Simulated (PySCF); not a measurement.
# Computed records: CH6NOSi, BH3NOSi

Calculation on a computer-drawn molecule: optimised geometry and harmonic frequencies of an isolated molecule of the commonest isotopes, restricted reference for singlets and unrestricted otherwise, frozen core in MP2. Program: PySCF 2.14.0.

Common to all runs: method HF; basis cc-pV(D+d)Z.

```yaml
- entry: 1
  formula: CH6NOSi
  start_structure:
    atoms_angstrom:
      - ["N", -1.5048, -0.4475, -0.1815]
      - [C, -0.6377, 0.3343, 0.567]
      - [O, 0.3892, -0.1362, 1.3235]
      - [Si, 1.061, -1.5484, 1.5083]
      - [H, -1.2042, -1.4941, -0.1582]
      - [H, -2.4769, -0.3499, -0.0877]
      - [H, -1.0954, 1.2514, 0.9396]
      - [H, 1.4916, -2.1081, 0.248]
      - [H, 2.0924, -1.2084, 2.4831]
      - [H, 0.0737, -2.5642, 2.1634]
  given:
    charge: 0
    multiplicity: 2
    drawn_bonds_atom: [1, 2, 3, 1, 1, 2, 4, 4, 4]
    drawn_bonds_other_atom: [2, 3, 4, 5, 6, 7, 8, 9, 10]
    drawn_bonds_order: [1, 1, 1, 1, 1, 1, 1, 1, 1]
  results:
    optimised_atom_element: ["N", C, O, Si, H, H, H, H, H, H]
    "optimised_atom_x [angstrom]": [-1.609, -0.6065, 0.2163, 0.9839, -1.248, -2.319, -0.8819, 1.602, 2.015, 0.03663]
    "optimised_atom_y [angstrom]": [-0.4663, 0.3647, -0.08909, -1.543, -1.319, -0.7007, 1.399, -1.955, -1.362, -2.6]
    "optimised_atom_z [angstrom]": [-0.1149, 0.4101, 1.409, 1.575, -0.5052, 0.5632, 0.5688, 0.2943, 2.611, 1.994]
    "modes_frequency [cm^-1]": [40.25, 108.2, 186.2, 261.6, 539.3, 745.1, 776.9, 782.2, 826.8, 886.9, 1028, 1048, 1064, 1208, 1291, 1316, 1483, 1770, 2306, 2319, 2358, 3340, 3679, 3790]
    "modes_reduced_mass [dalton]": [1.674, 1.406, 3.335, 1.16, 2.413, 2.149, 1.224, 1.546, 1.419, 1.8, 1.058, 1.055, 1.158, 3.092, 1.537, 5.112, 1.195, 1.113, 1.051, 1.034, 1.036, 1.088, 1.054, 1.089]
    "rotational_constants [GHz]": [15.03, 3.476, 2.992]
    "total_energy [hartree]": -459.5991
    spin_squared: 0.759
    "convergence_status_largest_gradient_component [hartree/bohr]": 2.054e-05
- entry: 2
  formula: BH3NOSi
  start_structure:
    atoms_angstrom:
      - ["N", -0.5724, 2.0693, 1.3218]
      - [Si, -0.3961, 0.3648, 1.5009]
      - [B, 0.4902, -0.6038, 0.1099]
      - [O, 1.0028, -1.1983, -0.7676]
      - [H, -0.2843, 2.5733, 0.5557]
      - [H, -1.0121, 2.6687, 2.087]
      - [H, -0.8962, -0.0626, 2.846]
  given:
    charge: 1
    multiplicity: 1
    drawn_bonds_atom: [1, 2, 3, 1, 1, 2]
    drawn_bonds_other_atom: [2, 3, 4, 5, 6, 7]
    drawn_bonds_order: [1, 1, 2, 1, 1, 1]
  results:
    optimised_atom_element: ["N", Si, B, O, H, H, H]
    "optimised_atom_x [angstrom]": [-0.5758, -0.3971, 0.4748, 0.9899, -0.2751, -1.005, -0.8795]
    "optimised_atom_y [angstrom]": [2.058, 0.4546, -0.5907, -1.194, 2.562, 2.664, -0.1422]
    "optimised_atom_z [angstrom]": [1.353, 1.567, 0.1124, -0.7519, 0.5328, 2.036, 2.805]
    "modes_frequency [cm^-1]": [144.4, 255.7, 388.8, 498.9, 546.5, 689.5, 732.6, 766.2, 961.6, 1090, 1681, 2231, 2469, 3713, 3806]
    "modes_reduced_mass [dalton]": [4.633, 3.275, 6.015, 1.597, 8.224, 1.155, 1.144, 1.114, 1.297, 5.698, 1.132, 12.29, 1.046, 1.052, 1.099]
    "rotational_constants [GHz]": [22.94, 2.863, 2.545]
    "total_energy [hartree]": -444.4774
    "convergence_status_largest_gradient_component [hartree/bohr]": 1.543e-05
```
